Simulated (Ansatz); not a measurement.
Coupled-cluster diagnostics for TaSi2⁺, Ansatz.

Geometry of the singlet (B3LYP-D4/def2-TZVP):

```
atom   x (Å)   y (Å)   z (Å)
 Ta1   0.997  -0.746   0.583
 Si2  -1.160  -0.628  -0.408
 Si3   0.163   1.374  -0.175
```

In the def2 sets Ta takes a core potential; there is no spin–orbit coupling. Correlated methods freeze 10 core orbitals; core or outer-core shells of Ta are correlated, in sets that lack core-valence functions. In CCSD on the charge 1 quintet the largest single amplitude is 0.64, so its Hartree–Fock determinant may place the open shell otherwise than the density functionals do. The geometry of the singlet was relaxed on an unsound state (restricted singlet, unstable towards broken spin symmetry at other levels and untested here). The structure comes from a short search, and lower isomers may exist.

Geometry of the charge 1 triplet (B3LYP-D4/def2-TZVP):

Cartesian coordinates in Å:
```
Ta 0.971 0.628 0.774
Si -0.172 -1.338 0.050
Si -0.799 0.709 -0.824
```

Geometry of the charge 1 quintet (B3LYP-D4/def2-TZVP):

Cartesian coordinates in Å:
```
Ta 0.1944 1.2524 -0.6436
Si -0.9386 -0.1149 1.0620
Si 0.7442 -1.1375 -0.4184
```

(1) Estimate the CCSD(T) correlation energy, the shares of MP2 and (T), T1 and the reference's ⟨S²⟩ for: charge 1, singlet, own geometry in def2-TZVPP; charge 1, triplet, own geometry in def2-TZVPP; charge 1, quintet, own geometry in def2-TZVPP; and the rough time on 4 threads of Arm Neoverse V1 on a shared host.

Answers

(1) 
```csv
state,basis,correlation (eV),MP2 share (%),(T) share (%),T1,⟨S²⟩ (pure),wall time,remarks
"charge 1, singlet, own geometry",def2-TZVPP,-16.973,95.9,7.6,0.043,0.00 (0.00),9.5 s,restricted SCF unstable
"charge 1, triplet, own geometry",def2-TZVPP,-15.894,86.9,7.3,0.093,3.04 (2.00),52 s,"large T1 (0.093), spin-contaminated (⟨S²⟩ 3.04)"
"charge 1, quintet, own geometry",def2-TZVPP,-15.149,86.2,6.9,0.128,6.69 (6.00),55 s,"large T1 (0.128), spin-contaminated (⟨S²⟩ 6.69)"
```
Customary marks for T1 are 0.02 (closed shells), 0.045 (open shells) and about 0.05 (3d metals). T1 exceeds 0.02 in 3 of 3 rows and 0.045 in 2; the higher it lies, the less the single-reference result can be trusted.
